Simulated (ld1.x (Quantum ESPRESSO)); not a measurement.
Cs, PAW: configuration errors across variants

ld1.x (Quantum ESPRESSO) 7.5 input, shortened:

```
&input
   title='Cs', zed=55., rel=2, dft='PZ', iswitch=3,
   config='[Xe] 5d0 6s1 6p0', rel_dist='average'
 /
 &inputp
   pseudotype=3, lpaw=.true., tm=.true., lloc=-1, rcloc=1.85,
   nlcc=.true., new_core_ps=.true.,
   which_augfun='BESSEL', rmatch_augfun=2.45
 /
6
5S  1  0   2.00   0.00  2.25  2.30  0.0
6S  2  0   1.00   0.00  2.25  2.30  0.0
5P  2  1   6.00   0.00  2.75  3.05  0.0
6P  3  1   0.00   0.00  2.75  3.05  0.0
5D  3  2   0.00   0.00  3.40  4.30  0.0
5D  3  2   0.00   5.00  3.40  4.30  0.0
 &test
   configts(1)='5s2 5p6 5d0 6s1 6p0'
 /
```

Open shells are filled in proportion to 2j + 1 (rel_dist='average').

All-electron excitation energies from the reference (eV): (1) 5s2 5p6 5d0 6s0 6p0 3.999; (2) 5s2 5p6 5d0 6s0.5 6p0 1.555; (3) 5s2 5p6 5d0 6s0 6p1 1.472; (4) 5s2 5p5 5d0 6s1 6p0 18.038; (5) 5s2 5p6 5d0.5 6s0.5 6p0 0.867; (6) 5s2 5p6 5d1 6s0 6p0 1.721; (7) 5s1 5p6 5d0 6s1 6p0 31.853.

The default core radius of the base comes out at 1.26 bohr.

Errors AE − PS in meV (a dash: test not solved or not reliable):

| change | (1) | (2) | (3) | (4) | (5) | (6) | (7) | bound ghosts |
| --- | --- | --- | --- | --- | --- | --- | --- | --- |
| base | +0.1 | 0.0 | +0.1 | +9.4 | +0.1 | +0.5 | +26 | not determined |
| core correction Bessel-smoothed model core inside 0.94 bohr | +0.1 | 0.0 | +0.1 | +9.4 | 0.0 | +0.5 | +27 | not determined |
| core correction Bessel-smoothed model core inside 1.18 bohr | +0.1 | 0.0 | +0.1 | +9.4 | +0.1 | +0.5 | +26 | not determined |
| core correction Bessel-smoothed model core inside 1.52 bohr | +0.1 | +0.1 | +0.1 | +9.4 | +0.1 | +0.5 | +23 | not determined |
| core correction Bessel-smoothed model core inside 1.68 bohr | 0.0 | 0.0 | +0.1 | +9.5 | +0.1 | +0.5 | +21 | not determined |
| core correction Bessel-smoothed model core inside 1.94 bohr | 0.0 | 0.0 | +0.1 | +10 | +0.1 | +0.4 | +16 | not determined |
| core correction Bessel-smoothed model core inside 2.28 bohr | +0.1 | 0.0 | 0.0 | +11 | 0.0 | +0.4 | +7.7 | not determined |
| core correction Bessel-smoothed model core inside 2.54 bohr | 0.0 | 0.0 | 0.0 | +12 | 0.0 | +0.3 | +3.5 | not determined |
| core correction Bessel-smoothed model core inside 2.70 bohr | 0.0 | 0.0 | 0.0 | +13 | 0.0 | +0.3 | +2.2 | not determined |

Q: Give the same row for: core correction a·sin(br)/r model core, default radius (ld1.x builds one for every PAW set, though the input has nlcc=.false.).

A: 0.0, 0.0, 0.0, +13, 0.0, +0.3, +0.9; bound ghosts: not determined.
